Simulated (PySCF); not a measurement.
A calculated (LDA, PySCF 2.14, pcseg-2, the non-relativistic Hamiltonian (point nucleus)) atom or ion has these occupied shells.

```csv
shell,electrons,orbital energy (eV),"rms radius, mean of both spins (bohr)"
1s α,1,-4357.2,0.0854
1s β,1,-4357.2,0.0854
2s α,1,-467.56,0.377
2s β,1,-467.35,0.377
2p α,3,-386.81,0.343
2p β,3,-386.64,0.343
3s α,1,-53.918,1.17
3s β,1,-53.258,1.17
3p α,3,-33.389,1.28
3p β,3,-32.728,1.28
4s α,1,-4.271,3.94
4s β,1,-4.046,3.94
3d α,1,-3.607,2.17
```

(1) Name the element and its charge.

## Answers

(1) Sc (scandium, neutral), in [Ar] 3d1 4s2, 2D determinant.
